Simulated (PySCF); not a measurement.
Structure with atom numbers: `[CH3:1][Si:2]([CH3:3])([Cl:4])[Si:5]([Cl:6])([Cl:7])[Cl:8]`. Each H is labelled by its parent atom.

[PySCF 2.14.0 with density-fitted response routines: PBE0-D3(BJ)/def2-SVP structure; shieldings: GIAO B97-2/pcSseg-1; relativity neglected; no solvent; single conformer; fast rotation and ring inversion assumed for equivalent nuclei]

δ = σ(ref) − σ, references computed at the same level: $^{13}$C, $^{1}$H, $^{29}$Si vs TMS; $^{35}$Cl vs HCl.

```
      atoms    nucleus  count  δ (ppm)
        Si2  $^{29}$Si      1     25.6
H(C1)/H(C3)    $^{1}$H      6     0.57
Cl6/Cl7/Cl8  $^{35}$Cl      3      127
        Cl4  $^{35}$Cl      1      -19
      C1/C3   $^{13}$C      2        ?
        Si5  $^{29}$Si      1        ?
```

Problem. Estimate the values marked ?.

Solution. 
- C1/C3: 1.1 ppm, methyl carbon bonded to Si; an electropositive neighbour leaves it electron-rich and shielded
- Si5: 38.3 ppm, silicon bonded to 3 Cl, Si

Shifts are as computed. Against solution values, carbons near 30 ppm lie about +1 ppm off and those near 130 ppm about +2 ppm. Of 1211 compounds with measured shifts, 218 miss one by over three times the rms of a fit or turn the order of signals round; such compounds aren't used in these exercises.
